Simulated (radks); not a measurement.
Results of a calculation; reference values are marked as such.
Isoelectronic series with 12 electrons, all held in the configuration [Ne] 3s2, which need not be the ground one along the series. Level of theory: Dirac Kohn-Sham, PBE, spin-unpolarised, spherical densities, point nucleus (a radial shooting solver on a logarithmic mesh with Libxc functionals). Total energies (hartree) and mean radii <r> (bohr):

ion,E (hartree),3s1/2,2p3/2
Mg,-200.27996,3.150,0.6902
Si2+,-288.96505,1.951,0.5369
S4+,-394.82466,1.466,0.4403
Ar6+,-517.87265,1.186,0.3734
Ca8+,-658.16505,0.9989,0.3243
Ti10+,-815.77847,0.8643,0.2867
Cr12+,-990.80467,0.7622,0.2569
Fe14+,-1183.34876,0.6818,0.2328
Ni16+,-1393.52866,0.6168,0.2127
Zn18+,-1621.47500,0.5631,0.1959
Se22+,-2131.25471,0.4792,0.1690
Kr24+,-2413.41573,0.4458,0.1582
Sr26+,-2713.99957,0.4166,0.1486
Zr28+,-3033.20647,0.3909,0.1401
Mo30+,-3371.25252,0.3681,0.1326
Ru32+,-3728.37056,0.3476,0.1257
Pd34+,-4104.81112,0.3292,0.1196

Estimate the row of Ge20+.

Answer. E (hartree) -1867.33138; 3s1/2 0.5178; 2p3/2 0.1815.
